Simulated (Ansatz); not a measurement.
The same path of BH₆N₃ (10 atoms, charge 0, multiplicity 1) was run twice with different band settings.

The calculation used RKS LDA/def2-SVP in Ansatz 0.2.0.

Relaxed end points:

```xyz
10
Properties=species:S:1:pos:R:3
N -1.141 0.394 -0.743
B 0.008 -0.005 0.001
N 0.291 -1.390 0.185
N 0.873 0.980 0.559
H -1.673 -0.248 -1.328
H -1.499 1.348 -0.740
H -0.387 -2.125 -0.008
H 1.186 -1.732 0.530
H 0.839 1.963 0.291
H 1.585 0.763 1.255
```

```xyz
10
Properties=species:S:1:pos:R:3
N -1.073 0.387 -0.843
B 0.008 -0.006 -0.001
N 0.219 -1.386 0.284
N 0.875 0.979 0.555
H -1.172 1.330 -1.215
H -1.844 -0.235 -1.079
H 0.859 -1.712 1.007
H -0.212 -2.134 -0.256
H 0.658 1.975 0.551
H 1.763 0.751 0.999
```

Common settings: spring 5.0 eV/Å²; optimiser quadratic models (default); start path through a guess of the saddle point; force threshold 0.05 eV/Å; iteration limit 60; end points relaxed.

| run | movable images | climbing image |
| --- | --- | --- |
| 1 | 5 | yes |
| 2 | 3 | no |

Q: What does each run give, and how far can it be trusted?

A: Run 1: converged after 17 iterations, highest image 0.298 eV above the first end. The profile has 2 maxima (images 1, 5) with wells between them (image 3): this band takes more than one step, which may be the mechanism or a detour left from its start path. A vibrational analysis at the climbing image gives one clearly imaginary mode, 316i cm⁻¹: a first-order saddle point.
Run 2: converged after 15 iterations, highest image 0.295 eV above the first end. The profile has 2 maxima (images 1, 3) with wells between them (image 2): this band takes more than one step, which may be the mechanism or a detour left from its start path. No image climbed, so the highest image needn't sit at the top of the path. So few images can step over the top or miss a turn of the path.
